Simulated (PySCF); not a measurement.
C2HCl3, charge -1, doublet, at a GFN2-xTB geometry (a state made from the parent by changing its charge; the spin is typed, not shown lowest) (in this run its highest filled SCF level lies above zero, so its values depend strongly on the basis, on diffuse functions most of all); M06/def2-SV(P) (PySCF).

Input for PySCF:
```python
from pyscf import gto, scf, dft

mol = gto.M(
    atom='''
Cl    2.226117    0.553577    0.154628
C     0.969458   -0.619131   -0.062098
C    -0.269291   -0.357789    0.368194
Cl   -1.127012    1.492696   -0.337171
Cl   -1.425000   -1.611075    0.104396
H     1.339223   -1.536843   -0.508058
''',
    basis='def2-sv(p)',
    charge=-1,
    spin=1,
    verbose=5,
)

mf = dft.UKS(mol)
mf.xc = 'm06'
mf.grids.level = 5
mf.kernel()
```

The log (banner, timings and long lists left out):

```
PySCF version 2.14.0

[INPUT] verbose = 5
[INPUT] max_memory = 4000
[INPUT] num. atoms = 6
[INPUT] num. electrons = 65
[INPUT] charge = -1
[INPUT] spin (= nelec alpha-beta = 2S) = 1
[INPUT] symmetry False subgroup None
[INPUT] Mole.unit = angstrom
[INPUT] Symbol           X                Y                Z      unit          X                Y                Z       unit  Magmom
[...]
[INPUT] ---------------- BASIS SET ----------------
[INPUT] l, kappa, [nprim/nctr], expnt,             c_1 c_2 ...
[INPUT] C
[...]
                                186.29004992      0.040638409211
                                42.251176346      0.18025593888
                                11.676557932      0.46315121755
                                3.5930506482      0.44087173314
[...]
                                2.0103545142      0.21117025112
                                0.54771004707     0.51328172114
[...]
[INPUT] Cl
[...]
                                1571.7365221      0.014754727977
                                357.12065523      0.066679112875
                                100.25185935      0.17228924084
                                30.812727554      0.158837861
[...]
                                5.7045760975      0.60841752753
                                2.3508376809      0.54352153355
[...]
                                72.102015515      -0.063563355471
                                22.532680262      -0.24016428276
                                7.8991765444      -0.47798866557
                                2.8767268321      -0.38515850005
[...]
[INPUT] H
[...]
                                1.9622572         0.13796524
                                0.44453796        0.47831935
[...]
nuclear repulsion = 302.539836206192
number of shells = 38
number of NR pGTOs = 160
number of NR cGTOs = 84
basis = def2-sv(p)
ecp = {}

******** <class 'pyscf.dft.uks.UKS'> ********
method = UKS
initial guess = minao
damping factor = 0
level_shift factor = 0
DIIS = <class 'pyscf.scf.diis.CDIIS'>
diis_start_cycle = 1
diis_space = 8
diis_damp = 0
SCF conv_tol = 1e-09
SCF conv_tol_grad = None
SCF max_cycles = 50
direct_scf = True
direct_scf_tol = 1e-13
number electrons alpha = 33  beta = 32
XC library pyscf.dft.libxc version 7.1.2
    S. Lehtola, C. Steigemann, M. J. T. Oliveira, and M. A. L. Marques,  SoftwareX 7, 1–5 (2018)
XC functionals = m06
    Y. Zhao and D. G. Truhlar,  Theor. Chem. Acc. 120, 215 (2008)
    Y. Zhao and D. G. Truhlar,  Theor. Chem. Acc. 120, 215 (2008)
radial grids:
    Treutler-Ahlrichs [JCP 102, 346 (1995); DOI:10.1063/1.469408] (M4) radial grids

becke partition: Becke, JCP 88, 2547 (1988); DOI:10.1063/1.454033
pruning grids: <function nwchem_prune>
grids dens level: 5
symmetrized grids: False
atomic radii adjust function: <function treutler_atomic_radii_adjust>
small_rho_cutoff = 0
Set gradient conv threshold to 3.16228e-05
atom Cl rad-grids = 110, ang-grids = [ 50  50  50  50  50  50  50  50  50  50  50  50  50  50  50  50  50  50
  50  50  50  50  50  50  50  50  50  50  50  50  50  50  86  86  86  86
  86  86  86  86  86  86  86  86  86  86  86  86  86  86 590 590 590 590
 590 590 590 590 590 590 590 590 590 770 770 770 770 770 770 770 770 770
 770 770 770 770 770 770 770 770 770 770 770 770 770 770 770 770 590 590
 590 590 590 590 590 590 590 590 590 590 590 590 590 590 590 590 590 590
 590 590]
atom C rad-grids = 105, ang-grids = [ 50  50  50  50  50  50  50  50  50  50  50  50  50  50  50  50  50  50
  50  50  50  50  50  50  50  50  50  50  50  50  50  50  86  86  86  86
  86  86  86  86  86  86  86  86  86 590 590 590 590 590 590 590 590 590
 770 770 770 770 770 770 770 770 770 770 770 770 770 770 770 770 770 770
 770 770 770 770 770 770 770 770 770 590 590 590 590 590 590 590 590 590
 590 590 590 590 590 590 590 590 590 590 590 590 590 590 590]
atom H rad-grids = 70, ang-grids = [ 50  50  50  50  50  50  50  50  50  50  50  50  50  50  50  50  50  50
  50  50  50  86  86  86  86  86 434 434 434 434 434 434 434 590 590 590
 590 590 590 590 590 590 590 590 590 590 590 590 590 590 590 590 434 434
 434 434 434 434 434 434 434 434 434 434 434 434 434 434 434 434]
tot_boxes 2100, boxes in each direction [13 12  8]
Padding 0 grids
tot grids = 238640
nelec by numeric integration = [31.9657556 31.9657556]
E1 = -2608.979846370285  E2 = 849.322941246255  Ecoul = 945.0753384634837  Exc = -95.75239721722868
init E= -1457.11706891784
cond(S) = 1403.4594326296992

  alpha mo_energy =
[-1.01742508e+02 -1.01742450e+02 -1.01738216e+02 -1.03344399e+01
 -1.03155115e+01 -9.67444998e+00 -9.67439999e+00 -9.66823145e+00
 -7.38178160e+00 -7.38173441e+00 -7.37987775e+00 -7.37986280e+00
 -7.37984826e+00 -7.37984247e+00 -7.37524765e+00 -7.37498875e+00
 -7.37496437e+00 -1.03179642e+00 -9.52817947e-01 -8.77461178e-01
 -8.00354786e-01 -6.08121232e-01 -5.21470309e-01 -4.84583968e-01
 -4.46321273e-01 -4.08820788e-01 -3.97260225e-01 -3.73779556e-01
 -3.67755417e-01 -3.62782015e-01 -3.51995281e-01 -2.61276464e-01
 -1.74614046e-01 -2.98110743e-02 -2.29478060e-02  4.42639037e-02
  1.31646065e-01  2.37741949e-01  3.27810512e-01  3.81055908e-01
  3.98787781e-01  4.36043531e-01  4.44798619e-01  4.94540666e-01
  5.21223143e-01  5.34154270e-01  5.81359929e-01  5.99721788e-01
  6.06400018e-01  6.74520346e-01  6.84596085e-01  6.91775686e-01
  7.10080884e-01  7.13909873e-01  7.16600623e-01  7.19152936e-01
  7.22228770e-01  7.28685987e-01  7.51778730e-01  7.56946454e-01
  7.88934690e-01  8.03314807e-01  8.08213850e-01  8.17491342e-01
  8.61365252e-01  8.86455518e-01  9.26087446e-01  9.65140784e-01
  9.79571967e-01  1.03809014e+00  1.06542424e+00  1.12357937e+00
  1.18790242e+00  1.29116345e+00  1.48829201e+00  1.65640035e+00
  1.73128603e+00  1.87787559e+00  1.93354804e+00  1.96596096e+00
  2.18762389e+00  2.29011752e+00  2.50499606e+00  2.59245111e+00]
  beta  mo_energy =
[-1.01742508e+02 -1.01742450e+02 -1.01738216e+02 -1.03344399e+01
[...]
 -7.11194165e+00 -7.11172567e+00 -7.02725194e+00 -7.01876205e+00
 -7.01855626e+00 -7.16957601e-01 -6.89002983e-01 -5.65889398e-01
 -5.25507640e-01 -3.73553316e-01 -3.02258486e-01 -2.62373485e-01
 -2.19715536e-01 -1.82731009e-01 -1.73021265e-01 -1.42193707e-01
 -1.30323147e-01 -8.82869538e-02 -7.29277336e-02 -5.55517479e-02
  2.50155385e-02  2.13480530e-01  2.25924562e-01  2.48003840e-01
  3.40897310e-01  4.62430827e-01  5.48643283e-01  6.07131719e-01
  6.15264267e-01  6.57079709e-01  6.76746546e-01  7.17229723e-01
  7.41177441e-01  7.67808914e-01  8.04147103e-01  8.19792685e-01
  8.27598051e-01  9.12430239e-01  9.20146983e-01  9.46533530e-01
  9.60267821e-01  9.61407319e-01  9.69725581e-01  9.75108511e-01
  9.89027956e-01  1.01034505e+00  1.01442846e+00  1.02828703e+00
  1.03528669e+00  1.05194720e+00  1.06913215e+00  1.08870740e+00
  1.11038885e+00  1.11884571e+00  1.18481004e+00  1.23537993e+00
  1.24357386e+00  1.27614122e+00  1.29771409e+00  1.38362741e+00
  1.41668845e+00  1.51850648e+00  1.73292251e+00  1.89223913e+00
  1.94477095e+00  2.09081017e+00  2.15453836e+00  2.18581561e+00
  2.39404178e+00  2.50742269e+00  2.70436824e+00  2.82452903e+00]
  beta  mo_energy =
[-1.01495224e+02 -1.01489983e+02 -1.01396181e+02 -1.01058399e+01
 -1.00909056e+01 -9.41182554e+00 -9.40667403e+00 -9.31020834e+00
 -7.12631839e+00 -7.12124496e+00 -7.11697407e+00 -7.11659659e+00
 -7.11165201e+00 -7.11159377e+00 -7.02112037e+00 -7.01671358e+00
 -7.01658896e+00 -7.11690107e-01 -6.86294454e-01 -5.52535321e-01
 -5.16717664e-01 -3.62444884e-01 -2.94662880e-01 -2.51077124e-01
 -2.10552461e-01 -1.73343130e-01 -1.67853877e-01 -1.40794338e-01
 -1.12499705e-01 -7.66623393e-02 -6.40965726e-02 -3.93060830e-02
  1.32463082e-01  2.31164788e-01  2.37754690e-01  2.49438819e-01
  3.51618748e-01  4.67802013e-01  5.50658382e-01  6.08474757e-01
  6.17474843e-01  6.69426341e-01  6.85677986e-01  7.20736941e-01
  7.47342499e-01  7.69897629e-01  8.04194250e-01  8.26499829e-01
  8.29643359e-01  9.20287478e-01  9.29015039e-01  9.52989758e-01
  9.63030965e-01  9.65382758e-01  9.72190664e-01  9.83182866e-01
  9.92486814e-01  1.01930452e+00  1.01951444e+00  1.03362255e+00
  1.04292707e+00  1.06094819e+00  1.07604054e+00  1.09983930e+00
  1.11724682e+00  1.12256655e+00  1.19504854e+00  1.23977565e+00
  1.24819120e+00  1.27848254e+00  1.29878658e+00  1.39822741e+00
  1.42225876e+00  1.52144086e+00  1.74690941e+00  1.90512566e+00
  1.96728019e+00  2.09969750e+00  2.17006142e+00  2.19682554e+00
  2.41075188e+00  2.53195049e+00  2.71708022e+00  2.86402429e+00]
multiplicity <S^2> = 0.75290697  2S+1 = 2.0029049
nelec by numeric integration = [33.00000006 32.00000006]
E1 = -2625.850486494879  E2 = 866.5420125406501  Ecoul = 962.6815232127728  Exc = -96.13951067212265
cycle= 14 E= -1456.76863774804  delta_E= -1.06e-10  |g|= 5.67e-06  |ddm|= 3.65e-05
  alpha mo_energy =
[-1.01495414e+02 -1.01490108e+02 -1.01398276e+02 -1.01171544e+01
 -1.00930798e+01 -9.41205847e+00 -9.40681169e+00 -9.31236516e+00
 -7.12651855e+00 -7.12144470e+00 -7.11730816e+00 -7.11711827e+00
 -7.11194254e+00 -7.11172655e+00 -7.02724398e+00 -7.01875412e+00
 -7.01854832e+00 -7.16958525e-01 -6.89003911e-01 -5.65886374e-01
 -5.25508129e-01 -3.73554424e-01 -3.02259714e-01 -2.62374210e-01
 -2.19716040e-01 -1.82731222e-01 -1.73022007e-01 -1.42194287e-01
 -1.30322602e-01 -8.82854591e-02 -7.29245140e-02 -5.55508024e-02
  2.50163690e-02  2.13480154e-01  2.25923562e-01  2.48002866e-01
  3.40896435e-01  4.62430165e-01  5.48642705e-01  6.07131150e-01
  6.15263617e-01  6.57079453e-01  6.76746252e-01  7.17229378e-01
  7.41177017e-01  7.67809697e-01  8.04146114e-01  8.19792303e-01
  8.27597526e-01  9.12429114e-01  9.20146216e-01  9.46533850e-01
  9.60267227e-01  9.61406934e-01  9.69725075e-01  9.75108845e-01
  9.89027567e-01  1.01034559e+00  1.01442853e+00  1.02828867e+00
  1.03528690e+00  1.05195015e+00  1.06913411e+00  1.08870992e+00
  1.11038949e+00  1.11884556e+00  1.18481109e+00  1.23538116e+00
  1.24357624e+00  1.27614110e+00  1.29771392e+00  1.38362874e+00
  1.41668784e+00  1.51850567e+00  1.73292145e+00  1.89223801e+00
  1.94477000e+00  2.09080866e+00  2.15453762e+00  2.18581431e+00
  2.39404058e+00  2.50742128e+00  2.70436671e+00  2.82452713e+00]
  beta  mo_energy =
[-1.01495227e+02 -1.01489984e+02 -1.01396172e+02 -1.01058400e+01
 -1.00909095e+01 -9.41182782e+00 -9.40667492e+00 -9.31020047e+00
 -7.12632079e+00 -7.12124586e+00 -7.11697640e+00 -7.11659891e+00
 -7.11165291e+00 -7.11159466e+00 -7.02111225e+00 -7.01670555e+00
 -7.01658094e+00 -7.11691108e-01 -6.86295480e-01 -5.52532293e-01
 -5.16717960e-01 -3.62446146e-01 -2.94664104e-01 -2.51078068e-01
 -2.10553003e-01 -1.73343742e-01 -1.67854726e-01 -1.40794955e-01
 -1.12498376e-01 -7.66601653e-02 -6.40931374e-02 -3.93057921e-02
  1.32463652e-01  2.31164382e-01  2.37754370e-01  2.49437853e-01
  3.51618122e-01  4.67801496e-01  5.50657817e-01  6.08474191e-01
  6.17474187e-01  6.69425800e-01  6.85677896e-01  7.20736820e-01
  7.47341840e-01  7.69898633e-01  8.04193300e-01  8.26499488e-01
  8.29643190e-01  9.20286650e-01  9.29014283e-01  9.52989647e-01
  9.63030358e-01  9.65382195e-01  9.72190078e-01  9.83183236e-01
  9.92486496e-01  1.01930479e+00  1.01951475e+00  1.03362370e+00
  1.04292792e+00  1.06095132e+00  1.07604289e+00  1.09984215e+00
  1.11724725e+00  1.12256692e+00  1.19505000e+00  1.23977687e+00
  1.24819391e+00  1.27848241e+00  1.29878658e+00  1.39822892e+00
  1.42225842e+00  1.52143999e+00  1.74690862e+00  1.90512453e+00
  1.96727995e+00  2.09969632e+00  2.17006126e+00  2.19682447e+00
  2.41075093e+00  2.53194951e+00  2.71707939e+00  2.86402383e+00]
multiplicity <S^2> = 0.75290706  2S+1 = 2.002905
nelec by numeric integration = [33.00000006 32.00000006]
E1 = -2625.8504501808293  E2 = 866.5419762265894  Ecoul = 962.6814843979563  Exc = -96.13950817136688
Extra cycle  E= -1456.76863774805  delta_E= -1.09e-11  |g|= 6.66e-06  |ddm|= 1.96e-05
converged SCF energy = -1456.76863774805  <S^2> = 0.75290706  2S+1 = 2.002905
```
